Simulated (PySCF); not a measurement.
Al(OH)(OMe)(SH) (CH5AlO2S), SMILES C[O][Al]([OH])[SH].

Coordinates come from a r2SCAN-D4/def2-SVP optimisation. The structure was generated by enumeration; whether it is a known compound was not checked. One conformer was computed; it need not be the lowest.

Two levels are set side by side: TDA-PBE/def2-SVPD (PySCF) and TDA-CAM-B3LYP/def2-SVPD (PySCF). Vertical, same geometry. The lowest singlet is HOMO→LUMO 99 % with PBE and HOMO→LUMO 89 % with the other functional; states are paired by order. Differences are taken from unrounded values.

| quantity | TDA-CAM-B3LYP |
|---|---|
| lowest singlet excitation (eV) | 5.86 |
| lowest triplet excitation (TDA) (eV) | 5.54 |
| first bright state (f over 0.05) (eV) | 7.21 |
| its oscillator strength | 0.07 |

### Question
What does TDA-PBE give, and how far is it from TDA-CAM-B3LYP? (An estimate is asked for; the answer gives what the named calculation found.)

### Answer

| quantity | TDA-PBE | TDA-PBE minus TDA-CAM-B3LYP |
|---|---|---|
| lowest singlet excitation (eV) | 4.98 | -0.88 |
| lowest triplet excitation (TDA) (eV) | 4.78 | -0.76 |
| first bright state (f over 0.05) (eV) | 6.55 | -0.66 |
| its oscillator strength | 0.06 | -0.01 |

A lower first singlet is the usual sign of a functional without exact exchange. Differences between two approximate levels are no errors against the true value.

Rough cost on one machine, each run with all the roots and properties that it gave: TDA-CAM-B3LYP against TDA-PBE about 4 times.
